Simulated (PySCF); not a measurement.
CH7FOSi2, SMILES O[SiH2][SiH2]CF.

Geometry: r2SCAN-D4/def2-SVP. This is a generated structure with no PubChem entry under its InChIKey; it may be hypothetical. One conformer was computed; it need not be the lowest.

Calculation: r2SCAN-D4/def2-SVP in PySCF.

Frequencies are harmonic and unscaled.

```
mode  ν (cm⁻¹)  IR (km/mol)  Raman (Å⁴/amu)  depolarisation  moving atoms (share of kinetic energy)
----  --------  -----------  --------------  --------------  --------------------------------------
1           39          1.0             0.2            0.72  O 37 %, H 25 %, Si 21 %, C 10 %, F 8 %
2           79          2.9             0.1            0.75          H 28 %, F 26 %, C 23 %, O 18 %
3           90          0.3             0.8            0.73         Si 34 %, F 24 %, H 23 %, C 12 %
4          182          5.7             1.2            0.75         Si 34 %, O 30 %, H 20 %, F 10 %
5          232        103.3             1.9            0.69                                  H 85 %
6          273         11.1             3.5            0.28         F 42 %, Si 26 %, H 17 %, C 12 %
7          402         37.0             3.9            0.42                         H 83 %, Si 12 %
8          433          0.7            16.1            0.26                         Si 73 %, H 24 %
9          487          7.2             4.5            0.72                         H 85 %, Si 12 %
10         612         15.5            14.4            0.75                         H 82 %, Si 14 %
11         684          9.7             5.7            0.08                 C 37 %, Si 35 %, H 27 %
12         724         28.1            20.8            0.71                                  H 83 %
13         755        260.7             6.0            0.66                          H 85 %, Si 9 %
14         779        147.7             9.4            0.70                                  H 85 %
15         832         54.5             7.8            0.38                 O 56 %, H 24 %, Si 20 %
16         859         16.4             9.2            0.74                          H 71 %, C 24 %
17         913        129.1            14.9            0.73                                  H 88 %
18         933         81.0             6.3            0.74                         H 79 %, Si 15 %
19         974         69.6            13.3            0.74                          H 89 %, Si 9 %
20        1054         91.5             4.8            0.70                          C 52 %, F 40 %
21        1242          3.1             9.1            0.75                                  H 92 %
22        1300          2.6             3.2            0.21                          H 77 %, C 22 %
23        1451          2.2            10.5            0.75                                  H 93 %
24        2175        123.4           138.1            0.34                                  H 97 %
25        2184        130.9           161.6            0.29                                  H 97 %
26        2216         74.6           213.6            0.06                                  H 98 %
27        2223        108.4            98.6            0.67                                  H 96 %
28        3019         16.7           103.2            0.12                                  H 95 %
29        3084         13.1            71.1            0.74                          H 90 %, C 10 %
30        3866        101.3           172.9            0.30                                  H 94 %
```
